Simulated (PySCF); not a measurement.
Bonding in `CC(C)C1=C(F)[C@@H]1C`

C7H11F.
Atom-mapped SMILES: `[CH3:1][CH:2]([CH3:3])[C:4]1=[C:5]([F:6])[C@@H:7]1[CH3:8]` (hydrogens: H9, H10, H11 on C1; H12 on C2; H13, H14, H15 on C3; H16 on C7; H17, H18, H19 on C8)

Structure used (GFN2-xTB), in Å, numbered top down from 1:
```xyz
19
C7H11F angstrom
C     -2.0326   -1.2124   -0.3056
C     -1.1198   -0.0042   -0.5126
C     -1.3805    1.0780    0.5401
C      0.2951   -0.4177   -0.4618
C      1.2267   -1.3050   -0.3002
F      1.5842   -2.5638   -0.0828
C      1.7440    0.0650   -0.5542
C      2.3665    0.8826    0.5583
H     -1.8592   -1.6505    0.6743
H     -3.0757   -0.9132   -0.3733
H     -1.8384   -1.9711   -1.0596
H     -1.3101    0.4270   -1.5046
H     -2.4104    1.4211    0.4786
H     -0.7202    1.9273    0.3850
H     -1.2065    0.6815    1.5379
H      2.1522    0.2974   -1.5373
H      2.2281    1.9464    0.3730
H      1.9110    0.6339    1.5140
H      3.4357    0.6869    0.6231
```

Bond orders from the PBE0/pcSseg-1 density (PySCF). One conformer (not necessarily the lowest) at the GFN2-xTB geometry, without solvent, vibrations or thermal averaging.

Question: How far do the computed orders between heavy atoms stray from the drawn ones?

Answer: The largest departure is 0.241, at C4–C5 (drawn double, 1.759). Drawn single, order below 0.88: C7–C4 (0.811).

Question: Give the Mayer order of every bond, beside its length.

Answer: 
| bond | drawn as | length (Å) | Mayer order |
| --- | --- | --- | --- |
| C1–C2 | single | 1.528 | 1.037 |
| C2–C3 | single | 1.532 | 1.033 |
| C2–C4 | single | 1.475 | 0.949 |
| C4–C5 | double | 1.297 | 1.759 |
| C5–F6 | single | 1.327 | 1.024 |
| C5–C7 | single | 1.486 | 1.019 |
| C7–C8 | single | 1.514 | 1.016 |
| C7–C4 | single | 1.530 | 0.811 |
| C1–H9 | single | 1.087 | 0.964 |
| C1–H10 | single | 1.087 | 0.963 |
| C1–H11 | single | 1.087 | 0.967 |
| C2–H12 | single | 1.098 | 0.931 |
| C3–H13 | single | 1.087 | 0.967 |
| C3–H14 | single | 1.087 | 0.963 |
| C3–H15 | single | 1.088 | 0.963 |
| C7–H16 | single | 1.090 | 0.941 |
| C8–H17 | single | 1.089 | 0.963 |
| C8–H18 | single | 1.088 | 0.964 |
| C8–H19 | single | 1.089 | 0.963 |

Bonds between the same two heavy elements. C–C: lowest C7–C4 (0.811, 1.530 Å), highest C4–C5 (1.759, 1.297 Å); in 5 of the 21 pairs the longer bond (by over 0.003 Å) has the higher order (by 0.02 or more).

Question: Sum the orders of all bonds at each heavy atom with more than one neighbour and set the sums beside the valence in the SMILES.

Answer: C1 3.931 (drawn 4), C2 3.950 (drawn 4), C3 3.926 (drawn 4), C4 3.519 (drawn 4), C5 3.802 (drawn 4), C7 3.787 (drawn 4), C8 3.906 (drawn 4). Orders between atoms that aren't bonded are not in these sums.

For a closed shell the Mayer order of atoms A and B is Σ (PS)μν (PS)νμ over the basis functions μ on A and ν on B, with P the density and S the overlap matrix.
